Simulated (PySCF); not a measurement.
Frontier orbitals and the lowest excitations

Compound: C7H5FO2.
SMILES with atom numbers: `[O:1]=[C:2]([OH:3])[c:4]1[cH:5][cH:6][cH:7][cH:8][c:9]1[F:10]` (hydrogens: H11 on O3; H12 on C5; H13 on C6; H14 on C7; H15 on C8)

Geometry (GFN2-xTB, Å), atoms numbered from 1 in this order:
```xyz
15
C7H5FO2 angstrom
O      2.6151   -1.3114   -0.3687
C      2.0716   -0.2554   -0.1573
O      2.7518    0.8807    0.0003
C      0.5990   -0.1006   -0.0499
C     -0.1826   -1.2468   -0.2024
C     -1.5586   -1.1876   -0.1184
C     -2.1844    0.0269    0.1212
C     -1.4326    1.1775    0.2761
C     -0.0521    1.1087    0.1904
F      0.6375    2.2477    0.3460
H      3.7042    0.7180   -0.0808
H      0.3296   -2.1785   -0.3889
H     -2.1459   -2.0844   -0.2399
H     -3.2604    0.0797    0.1882
H     -1.8967    2.1336    0.4621
```

Theory: PySCF, TDDFT B3LYP/def2-SVPD, vertical, gas phase, core orbitals frozen in the response.

Frontier orbitals with the atoms that hold most of them (Löwdin shares over 4%, at most four atoms; ? is withheld):

```csv
orbital,ε (eV),atoms
HOMO-3,-9.25,"O3 43%, O1 37%, C2 11%"
HOMO-2,-8.12,"O1 70%, O3 11%, C2 8%, C4 5%"
HOMO-1,-7.81,"C4 21%, C7 20%, C8 17%, C5 15%"
HOMO,-7.45,?
LUMO,?,?
LUMO+1,-0.81,"C9 20%, C6 18%, C5 18%, C8 17%"
LUMO+2,0.18,"O3 31%, H11 18%, C2 18%, O1 9%"
```

Question: Which atoms hold the HOMO, and with what shares?

Answer: C6 (bonded to 2 C and H) 23%; C9 (bonded to 2 C and F) 19%; C8 (bonded to 2 C and H) 13%; C5 (bonded to 2 C and H) 12%.

Question: Give the leading atoms of the LUMO.

Answer: C7 (bonded to 2 C and H) 16%; C2 (bonded to C and 2 O) 15%; C4 (bonded to 3 C) 14%; O1 (bonded to C) 12%. By element: carbon 45% or more, oxygen 12% or more.

Question: What is the LUMO energy, and the HOMO–LUMO gap?

Answer: ε(LUMO) = -1.91 eV; the gap is 5.54 eV (0.2036 hartree).

Question: The HOMO–LUMO gap is 5.54 eV. Where does the response calculation put the lowest singlet, and from which orbitals?

Answer: S1 is at 4.84 eV (f = 0.040), 0.70 eV below the gap, made of HOMO→LUMO (83%), HOMO-1→LUMO+1 (13%). 

Question: Give energy, strength and leading configuration of S1, S2, S3 and S4, and follow the Löwdin shares of the leading atoms from the occupied to the empty orbital.

Answer: 
- S1 (4.84 eV, f 0.040), HOMO→LUMO (83%): C6 23% → at most 12%, C9 19% → at most 12%, C7 at most 13% → 16%, C2 at most 13% → 15%
- S2 (4.88 eV, f 0.0000), HOMO-2→LUMO (96%): O1 70% → 12%, O3 11% → at most 12%, C7 at most 6% → 16%, C2 8% → 15%
- S3 (5.55 eV, f 0.202), HOMO-1→LUMO (83%): C4 21% → 14%, C7 20% → 16%, C2 at most 15% → 15%
- S4 (6.45 eV, f 0.0001), HOMO-2→LUMO+1 (99%): O1 70% → at most 17%, O3 11% → at most 17%, C9 at most 6% → 20%, C6 at most 6% → 18%

Löwdin shares depend on the basis, the more so with diffuse functions.

One conformer stands for the species.
